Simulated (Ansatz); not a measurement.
## Molecular dynamics of H$_{5}$SeSi

input.yaml

```yaml
crystal:
  periodic: [false, false, false]
  atoms:
    - { symbol: H, position_ang: [-0.568732, -0.334981, 0.725095] }
    - { symbol: Se, position_ang: [-1.044858, -0.908472, 2.074809] }
    - { symbol: Si, position_ang: [0.198464, 0.436302, -1.056948] }
    - { symbol: H, position_ang: [0.33279, -0.978172, 2.557632] }
    - { symbol: H, position_ang: [-0.69514, -0.017189, -2.14619] }
    - { symbol: H, position_ang: [1.565635, -0.108867, -1.213635] }
    - { symbol: H, position_ang: [0.211742, 1.911379, -0.940562] }
magnetization:
  spin_polarized: true
  initial_magnetization: 1
basis:
  gaussian: { orbitals: def2-SVP }
hamiltonian:
  xc: { name: BHLYP }
  dispersion: d4
md:
  timestep: 0.5
  n_steps: 200
  ensemble: nve
  temperature: 100.0
  initial_velocities: maxwell_boltzmann
  seed: 5709
```

Run as:

```bash
$ ansatz run input.yaml --threads 2 --pin off --max-ram 3072MiB --backend cpu --events-out ev --progress --plain --runs-dir out
```

It starts at the highest image of a converged band. Of that band: A vibrational analysis at the climbing image gives one clearly imaginary mode, 177i cm⁻¹, and a faint second one (30i cm⁻¹) that may be numerical noise or a soft torsion: probably a first-order saddle point.

Output, in part (one step line in 4, the closing report, with atoms numbered from 0):

```
md step     0: t =     0.00 fs  T =   100.0 K  F+E_penalty+E_count = -73295.83622787 eV  E_kin = 0.064630 eV  conserved = -73295.77159787 eV  (28 SCF iters)
md step     4: t =     2.00 fs  T =    77.5 K  F+E_penalty+E_count = -73295.82158135 eV  E_kin = 0.050102 eV  conserved = -73295.77147928 eV  (27 SCF iters)
md step     8: t =     4.00 fs  T =    53.7 K  F+E_penalty+E_count = -73295.80605688 eV  E_kin = 0.034693 eV  conserved = -73295.77136420 eV  (26 SCF iters)
md step    12: t =     6.00 fs  T =    64.5 K  F+E_penalty+E_count = -73295.81321281 eV  E_kin = 0.041707 eV  conserved = -73295.77150559 eV  (25 SCF iters)
md step    16: t =     8.00 fs  T =    69.0 K  F+E_penalty+E_count = -73295.81613740 eV  E_kin = 0.044604 eV  conserved = -73295.77153367 eV  (26 SCF iters)
md step    20: t =    10.00 fs  T =    55.6 K  F+E_penalty+E_count = -73295.80732036 eV  E_kin = 0.035905 eV  conserved = -73295.77141585 eV  (28 SCF iters)
md step    24: t =    12.00 fs  T =    59.1 K  F+E_penalty+E_count = -73295.80965276 eV  E_kin = 0.038220 eV  conserved = -73295.77143253 eV  (26 SCF iters)
md step    28: t =    14.00 fs  T =    73.8 K  F+E_penalty+E_count = -73295.81924320 eV  E_kin = 0.047693 eV  conserved = -73295.77155039 eV  (27 SCF iters)
md step    32: t =    16.00 fs  T =    64.7 K  F+E_penalty+E_count = -73295.81326466 eV  E_kin = 0.041787 eV  conserved = -73295.77147784 eV  (27 SCF iters)
md step    36: t =    18.00 fs  T =    56.1 K  F+E_penalty+E_count = -73295.80761935 eV  E_kin = 0.036256 eV  conserved = -73295.77136342 eV  (28 SCF iters)
md step    40: t =    20.00 fs  T =    80.3 K  F+E_penalty+E_count = -73295.82344545 eV  E_kin = 0.051916 eV  conserved = -73295.77152913 eV  (28 SCF iters)
md step    44: t =    22.00 fs  T =    87.6 K  F+E_penalty+E_count = -73295.82820500 eV  E_kin = 0.056598 eV  conserved = -73295.77160658 eV  (26 SCF iters)
md step    48: t =    24.00 fs  T =    54.6 K  F+E_penalty+E_count = -73295.80672175 eV  E_kin = 0.035301 eV  conserved = -73295.77142047 eV  (26 SCF iters)
md step    52: t =    26.00 fs  T =    42.0 K  F+E_penalty+E_count = -73295.79851301 eV  E_kin = 0.027167 eV  conserved = -73295.77134648 eV  (25 SCF iters)
md step    56: t =    28.00 fs  T =    72.6 K  F+E_penalty+E_count = -73295.81849136 eV  E_kin = 0.046943 eV  conserved = -73295.77154797 eV  (26 SCF iters)
md step    60: t =    30.00 fs  T =    83.9 K  F+E_penalty+E_count = -73295.82581206 eV  E_kin = 0.054225 eV  conserved = -73295.77158705 eV  (27 SCF iters)
md step    64: t =    32.00 fs  T =    63.1 K  F+E_penalty+E_count = -73295.81220410 eV  E_kin = 0.040807 eV  conserved = -73295.77139686 eV  (28 SCF iters)
md step    68: t =    34.00 fs  T =    66.4 K  F+E_penalty+E_count = -73295.81431938 eV  E_kin = 0.042883 eV  conserved = -73295.77143629 eV  (25 SCF iters)
md step    72: t =    36.00 fs  T =    84.9 K  F+E_penalty+E_count = -73295.82643587 eV  E_kin = 0.054893 eV  conserved = -73295.77154244 eV  (28 SCF iters)
md step    76: t =    38.00 fs  T =    84.7 K  F+E_penalty+E_count = -73295.82620520 eV  E_kin = 0.054718 eV  conserved = -73295.77148748 eV  (28 SCF iters)
md step    80: t =    40.00 fs  T =    79.2 K  F+E_penalty+E_count = -73295.82263575 eV  E_kin = 0.051172 eV  conserved = -73295.77146363 eV  (28 SCF iters)
md step    84: t =    42.00 fs  T =    79.8 K  F+E_penalty+E_count = -73295.82307343 eV  E_kin = 0.051587 eV  conserved = -73295.77148596 eV  (27 SCF iters)
md step    88: t =    44.00 fs  T =    81.4 K  F+E_penalty+E_count = -73295.82409126 eV  E_kin = 0.052594 eV  conserved = -73295.77149739 eV  (25 SCF iters)
md step    92: t =    46.00 fs  T =    81.7 K  F+E_penalty+E_count = -73295.82428631 eV  E_kin = 0.052821 eV  conserved = -73295.77146517 eV  (27 SCF iters)
md step    96: t =    48.00 fs  T =    90.0 K  F+E_penalty+E_count = -73295.82966041 eV  E_kin = 0.058177 eV  conserved = -73295.77148383 eV  (28 SCF iters)
md step   100: t =    50.00 fs  T =    97.1 K  F+E_penalty+E_count = -73295.83427027 eV  E_kin = 0.062723 eV  conserved = -73295.77154678 eV  (26 SCF iters)
md step   104: t =    52.00 fs  T =    84.9 K  F+E_penalty+E_count = -73295.82634310 eV  E_kin = 0.054891 eV  conserved = -73295.77145197 eV  (27 SCF iters)
md step   108: t =    54.00 fs  T =    82.2 K  F+E_penalty+E_count = -73295.82449785 eV  E_kin = 0.053098 eV  conserved = -73295.77139940 eV  (27 SCF iters)
md step   112: t =    56.00 fs  T =   103.3 K  F+E_penalty+E_count = -73295.83831551 eV  E_kin = 0.066764 eV  conserved = -73295.77155146 eV  (26 SCF iters)
md step   116: t =    58.00 fs  T =   102.8 K  F+E_penalty+E_count = -73295.83804999 eV  E_kin = 0.066469 eV  conserved = -73295.77158093 eV  (26 SCF iters)
md step   120: t =    60.00 fs  T =    77.3 K  F+E_penalty+E_count = -73295.82136167 eV  E_kin = 0.049988 eV  conserved = -73295.77137383 eV  (25 SCF iters)
md step   124: t =    62.00 fs  T =    89.0 K  F+E_penalty+E_count = -73295.82898248 eV  E_kin = 0.057542 eV  conserved = -73295.77144024 eV  (26 SCF iters)
md step   128: t =    64.00 fs  T =   118.1 K  F+E_penalty+E_count = -73295.84794352 eV  E_kin = 0.076322 eV  conserved = -73295.77162152 eV  (28 SCF iters)
md step   132: t =    66.00 fs  T =   106.1 K  F+E_penalty+E_count = -73295.84009819 eV  E_kin = 0.068583 eV  conserved = -73295.77151484 eV  (26 SCF iters)
md step   136: t =    68.00 fs  T =    84.3 K  F+E_penalty+E_count = -73295.82583063 eV  E_kin = 0.054481 eV  conserved = -73295.77134950 eV  (25 SCF iters)
md step   140: t =    70.00 fs  T =   104.7 K  F+E_penalty+E_count = -73295.83913227 eV  E_kin = 0.067659 eV  conserved = -73295.77147295 eV  (26 SCF iters)
md step   144: t =    72.00 fs  T =   126.5 K  F+E_penalty+E_count = -73295.85345214 eV  E_kin = 0.081777 eV  conserved = -73295.77167526 eV  (26 SCF iters)
md step   148: t =    74.00 fs  T =    93.5 K  F+E_penalty+E_count = -73295.83190800 eV  E_kin = 0.060459 eV  conserved = -73295.77144927 eV  (26 SCF iters)
md step   152: t =    76.00 fs  T =    77.6 K  F+E_penalty+E_count = -73295.82143902 eV  E_kin = 0.050121 eV  conserved = -73295.77131778 eV  (25 SCF iters)
md step   156: t =    78.00 fs  T =   116.5 K  F+E_penalty+E_count = -73295.84690087 eV  E_kin = 0.075280 eV  conserved = -73295.77162090 eV  (27 SCF iters)
md step   160: t =    80.00 fs  T =   120.5 K  F+E_penalty+E_count = -73295.84950229 eV  E_kin = 0.077909 eV  conserved = -73295.77159346 eV  (27 SCF iters)
md step   164: t =    82.00 fs  T =    91.8 K  F+E_penalty+E_count = -73295.83067157 eV  E_kin = 0.059320 eV  conserved = -73295.77135205 eV  (24 SCF iters)
md step   168: t =    84.00 fs  T =   105.8 K  F+E_penalty+E_count = -73295.83977704 eV  E_kin = 0.068369 eV  conserved = -73295.77140770 eV  (27 SCF iters)
md step   172: t =    86.00 fs  T =   143.7 K  F+E_penalty+E_count = -73295.86454341 eV  E_kin = 0.092869 eV  conserved = -73295.77167449 eV  (28 SCF iters)
md step   176: t =    88.00 fs  T =   124.9 K  F+E_penalty+E_count = -73295.85230235 eV  E_kin = 0.080744 eV  conserved = -73295.77155865 eV  (28 SCF iters)
md step   180: t =    90.00 fs  T =    90.9 K  F+E_penalty+E_count = -73295.83003506 eV  E_kin = 0.058742 eV  conserved = -73295.77129306 eV  (22 SCF iters)
md step   184: t =    92.00 fs  T =   117.9 K  F+E_penalty+E_count = -73295.84776019 eV  E_kin = 0.076195 eV  conserved = -73295.77156543 eV  (27 SCF iters)
md step   188: t =    94.00 fs  T =   128.9 K  F+E_penalty+E_count = -73295.85492999 eV  E_kin = 0.083293 eV  conserved = -73295.77163721 eV  (27 SCF iters)
md step   192: t =    96.00 fs  T =    95.8 K  F+E_penalty+E_count = -73295.83329338 eV  E_kin = 0.061914 eV  conserved = -73295.77137987 eV  (25 SCF iters)
md step   196: t =    98.00 fs  T =    97.7 K  F+E_penalty+E_count = -73295.83447664 eV  E_kin = 0.063119 eV  conserved = -73295.77135753 eV  (26 SCF iters)
md step   200: t =   100.00 fs  T =   141.0 K  F+E_penalty+E_count = -73295.86278725 eV  E_kin = 0.091158 eV  conserved = -73295.77162946 eV  (28 SCF iters)
Total energy: -73295.86295293 eV, -2693.5732817998 hartree
Atom 0 at    -0.510801    -0.338182     0.974608 Å, force    -0.085303    -0.088176     0.165123 eV/Å
Atom 1 at    -1.087479    -0.949700     2.193060 Å, force     0.145293    -0.006604    -0.086646 eV/Å
Atom 2 at     0.309457     0.566639    -1.359495 Å, force    -0.104051     0.586794    -0.107263 eV/Å
Atom 3 at     0.101058    -1.779729     2.412441 Å, force    -0.089544     0.078469    -0.037516 eV/Å
Atom 4 at    -0.378599    -0.090633    -2.489198 Å, force     0.007761    -0.131793    -0.024906 eV/Å
Atom 5 at     1.742141     0.225177    -1.281541 Å, force     0.104241    -0.107427    -0.011670 eV/Å
Atom 6 at     0.139084     2.054024    -1.468652 Å, force     0.021602    -0.331263     0.102878 eV/Å
Dipole moment:     0.175040    -0.018395    -0.135508 e Å
```

The run went to its last step. The conserved energy stayed within 0.044 meV per atom of its start (net change -0.0044 meV per atom), so the integration is sound. A run of 0.1 ps of so small a system gives no equilibrium averages.

The step under study would form H1–Si3 and break H1–Se2. These pairs go: H1–Si3 2.09 → 2.63 Å, H1–Se2 1.54 → 1.48 Å. In the last frame they stand as before the step (other bonds may differ from the relaxed reactants and products). It ends as H2Se + H3Si. Pairs count as bonded within 1.25 times the sum of covalent radii (0.12 Å more for H–H).

Last frame:

```xyz
7
Properties=species:S:1:pos:R:3
H -0.511 -0.338 0.975
Se -1.087 -0.950 2.193
Si 0.309 0.567 -1.359
H 0.101 -1.780 2.412
H -0.379 -0.091 -2.489
H 1.742 0.225 -1.282
H 0.139 2.054 -1.469
```

The run took 6.9 min on 2 threads of Arm Neoverse V1, with other jobs on the host, peak memory 0.19 GiB.
